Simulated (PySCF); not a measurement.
SMILES C(=Cc1ccc[se]1)c1cccnc1 (C11H9NSe) (GFN2-xTB optimised geometry):

```
22

C      0.500    -0.176     0.001
C     -0.842    -0.224     0.000
C     -1.687     0.930     0.000
C     -3.060     0.930     0.000
C     -3.666     2.202     0.000
C     -2.796     3.247    -0.001
Se    -1.029     2.698     0.000
C      1.413    -1.295     0.001
C      2.794    -1.065     0.001
C      3.667    -2.136     0.001
C      3.137    -3.418     0.002
N      1.836    -3.659     0.002
C      1.006    -2.637     0.001
H      0.971     0.805     0.000
H     -1.364    -1.172     0.001
H     -3.632     0.017     0.000
H     -4.735     2.334     0.000
H     -3.048     4.292    -0.001
H      3.167    -0.050     0.001
H      4.735    -1.981     0.001
H      3.775    -4.292     0.002
H     -0.043    -2.901     0.001
```

Method: CAM-B3LYP/def2-SVP run with PySCF.

Question: What are the frontier orbital energies and the dipole moment?

Answer: HOMO-2 -8.61 eV, HOMO-1 -8.22 eV, HOMO -6.99 eV, LUMO -0.82 eV, LUMO+1 0.62 eV; dipole moment 2.01 D.

Meta-Löwdin charges at CAM-B3LYP/def2-SVP: C1 -0.11, C2 -0.09, C3 -0.11, C4 -0.13, C5 -0.13, C6 -0.24, Se7 0.27, C8 -0.01, C9 -0.08, C10 -0.12, C11 0.01, N12 -0.25, C13 0.02, H14 0.09, H15 0.11, H16 0.11, H17 0.11, H18 0.12, H19 0.11, H20 0.11, H21 0.11, H22 0.10.
